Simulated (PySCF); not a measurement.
F$_{4}$Hf (SMILES [F][Hf]([F])([F])[F]), singlet, at a GFN2-xTB geometry (such geometries of metal compounds can be far from the true shape) (core potentials on Hf), atoms displaced at random by about 0.02 Å a coordinate. Base run: B3LYP/def2-SVP run with PySCF.

Input for PySCF:
```python
from pyscf import gto, scf, dft
from pyscf.geomopt import geometric_solver

mol = gto.Mole()
mol.atom = '''
    Hf   -0.00757814   -0.00242631   -0.03790931
    F     1.18312282    0.84012988   -1.06438186
    F     0.89634346   -1.16093705    1.10639700
    F    -1.18669334   -0.87717162   -1.02286367
    F    -0.88878529    1.22863679    0.99806952
'''
mol.basis = 'def2-svp'
mol.ecp = {'Hf': 'def2-svp'}
mol.verbose = 3
mol.build()

def method(m):
    mf = dft.RKS(m)
    mf.xc = 'b3lyp'
    return mf

conv, mol_eq = geometric_solver.kernel(method(mol), maxsteps=100)
print('optimisation converged:', conv)
print(mol_eq.tostring(format='xyz'))
mf = method(mol_eq)
mf.kernel()
```

Variants of this job, named by their change:

| change | ΔE vs base (kcal/mol) | optimiser steps | core-seconds (rough) |
|---|---|---|---|
| base | 0.000 | 16 | 100 |
| coordsys = cart | 0.045 | 10 | 100 |
| convergence_set = GAU_TIGHT | 0.000 | 20 | 100 |
| trust = 0.02 | 0.009 | 12 | 100 |
| coordsys = prim | 0.047 | 7 | 60 |
| convergence_set = TURBOMOLE | 0.000 | 19 | 200 |
| trust = 0.5 | 0.000 | 15 | 100 |
